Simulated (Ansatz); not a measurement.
Caution, from a PySCF single point (PBE0-D3(BJ)/def2-TZVPD) at this geometry: the highest occupied level lies above zero, so the state may not be bound. Caution, from a PySCF single point (PBE0-D3(BJ)/def2-TZVPD) at this geometry: the restricted solution is unstable towards spin-unrestricted or complex orbitals, so a lower solution exists and this singlet may not be the ground state. This singlet lies 0.14 eV below the relaxed triplet at the level frozen-core CCSD(T)/aug-cc-pVDZ // PBE0-D3(BJ)/def2-TZVPD (Ansatz, a quantum-chemistry and plane-wave program); other levels give the other order.

A geometry relaxed with PBE0-D3(BJ)/def2-TZVPD in Ansatz, charge -1, multiplicity 1:

```xyz
8

H      3.0929    -1.3101     0.6727
Al     2.1840    -0.0132     0.2353
H     -1.8711     1.1748     0.1547
Al    -0.0894    -0.4329    -0.8718
H      3.2135     1.0471    -0.4825
H     -2.7189    -0.1685    -0.6365
C     -1.8492     0.0922    -0.0259
H     -1.9617    -0.3893     0.9539
```

Write the SMILES of this molecule.

`[CH3][Al-][AlH2]`
